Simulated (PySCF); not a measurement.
Isomers C5H6F4O2:

A. `O1C[C@H](C(F)(F)F)CO[C@@H]1F`
B. SMILES FC(F)O[C@@H](F)[C@@H]1OC[C@H]1F
C. `FC(F)(F)[C@]1(F)COCCO1`

Spectrum 1. 1H NMR (300 MHz, computed): δ 4.63 (m, 1H), 4.28 (m, 1H), 3.98 (m, 1H), 3.92 (m, 1H), 3.83 (m, 1H), 3.76 (m, 1H). 13C{1H} NMR (computed): δ 129.5 (C), 109.3 (C), 70.1 (CH2), 68.6 (CH2), 65.7 (CH2).

Spectrum 2. 1H NMR (300 MHz, computed): δ 6.13 (m, 1H), 4.52 (m, 2H), 4.19 (m, 2H), 2.81 (m, 1H). 13C{1H} NMR (computed): δ 133.5 (C), 116.7 (CH), 60.7 (CH2), 41.7 (CH).

Spectrum 3. 1H NMR (300 MHz, computed): δ 6.86 (m, 1H), 6.11 (m, 1H), 5.60 (m, 1H), 5.25 (m, 1H), 4.99 (m, 1H), 4.80 (m, 1H). 13C{1H} NMR (computed): δ 122.4 (CH), 114.9 (CH), 93.2 (CH), 90.3 (CH), 79.2 (CH2).

PySCF 2.14 calculation with PBE0/pcSseg-1 with gauge-including orbitals and GFN2-xTB geometry; one computed conformer, equivalent nuclei averaged, relativity neglected, in vacuum.

δ = σ(ref) − σ, references computed at the same level: 1H (σref 31.72) and 13C (σref 186.93) against TMS. Splittings of carbon signals by F and P are missing where no couplings were computed. Where no couplings were computed, multiplicities follow the n + 1 count of equivalent neighbours, and m marks all less simple cases (inequivalent or close neighbours, rings, F or P nearby). Shifts are as computed. Against solution values, carbons near 30 ppm lie about +3 ppm off and those near 130 ppm about +5 ppm. Of 1211 compounds with measured shifts, 218 miss one by over three times the rms of a fit or turn the order of signals round; such compounds aren't used in these exercises.

Which spectrum belongs to which compound?

## Answers

1–C, 2–A, 3–B.

- Spectrum 1 (C): 5 13C signals; δC 129.5 is a CF3 carbon; δC 109.3 is a fully substituted sp3 carbon bonded to F and O.
- Spectrum 2 (A): 4 13C signals; δC 133.5 is a CF3 carbon; δC 116.7 is an sp3 carbon bearing two oxygens.
- Spectrum 3 (B): 5 13C signals; δC 122.4 is an sp3 CH bonded to 2 F and O; δC 114.9 is an sp3 CH bonded to F and O.
